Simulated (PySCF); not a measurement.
Problem. What does the PBE0-D3(BJ)/def2-SVP structure of `C[Se]C=C=CC(F)(F)F` look like in three dimensions?

Solution. 
```xyz
14
C5H5F3Se angstrom
C      1.676    0.686   -1.382
Se     2.374   -1.049   -0.882
C      0.839   -1.694    0.021
C     -0.287   -1.044    0.148
C     -1.386   -0.342    0.272
C     -1.602    0.630    1.392
F     -1.607    1.890    0.932
F     -0.660    0.549    2.326
F     -2.786    0.429    1.979
H      1.332    1.226   -0.489
H      0.850    0.576   -2.097
H      2.504    1.234   -1.851
H      0.968   -2.688    0.463
H     -2.209   -0.407   -0.449
```

Orientation and origin are arbitrary. Atoms count from 1 in this order. The C–Se distances run from 1.894 Å (Se2–C3, drawn single) to 1.936 Å (C1–Se2, drawn single), a spread of 0.042 Å. The 3 C–C bonds span 1.306 Å (C3=C4, drawn double) to 1.499 Å (C5–C6, drawn single), a spread of 0.193 Å. Of the pairs four or more bonds apart, C4···H10 is among the closest relative to their van der Waals radii: 2.86 Å, 99 % of the sum of Bondi's values.

Bonds between heavy atoms (Å): C1–Se2 1.936, Se2–C3 1.894, C3=C4 1.306, C4=C5 1.310, C5–C6 1.499, C6–F7 1.341, C6–F8 1.329, C6–F9 1.337.

Method: PBE0-D3(BJ)/def2-SVP geometry optimisation, gas phase in PySCF.

Point group: C1 (no symmetry element, even within 0.4 Å). Whether it is a minimum is left open (no frequencies). One conformer, not necessarily the lowest (C1–Se2–C3–C4 1°).
